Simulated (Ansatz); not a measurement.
Reaction R1 → 3 P1 + P2, each structure at its B3LYP-D3(BJ)/def2-TZVP stationary point, reached from a drawn start (curvature not checked).
P1: H atom, charge 0, multiplicity 2.
P2: N atom, charge 0, multiplicity 4.
R1: NH3 (SMILES N), charge 0, multiplicity 1.

P less R. No zero-point or thermal terms; singlets are restricted closed shells; open shells are unrestricted.

Frozen-core correlation throughout.

The values were computed with Ansatz (Gaussian basis) for Hartree–Fock, density functionals and correlated methods. Each number belongs to the level named beside it.

Total energies in hartree:

```tsv
structure	PBE/def2-TZVPP	PBE0/def2-TZVPP	CCSD(T)/cc-pVQZ
P1	-0.499616	-0.501036	-0.499946
P2	-54.532142	-54.543817	-54.524824
R1	-56.510610	-56.515728	-56.492970
```

Question: Work out the reaction energy at each level in eV (1 hartree = 27.21139 eV), and say how far PBE/def2-TZVPP lies from CCSD(T)/cc-pVQZ.

Answer: 
- PBE/def2-TZVPP: 3 × (-0.499616) + (-54.532142) − (-56.510610) = 0.479620 hartree = 13.051 eV
- PBE0/def2-TZVPP: 3 × (-0.501036) + (-54.543817) − (-56.515728) = 0.468803 hartree = 12.757 eV
- CCSD(T)/cc-pVQZ: 3 × (-0.499946) + (-54.524824) − (-56.492970) = 0.468308 hartree = 12.743 eV
PBE/def2-TZVPP less CCSD(T)/cc-pVQZ: 0.308 eV. CCSD(T)/cc-pVQZ is the level counted from, the highest shown, and no exact or measured value.

Ansatz is a quantum-chemistry and plane-wave program.
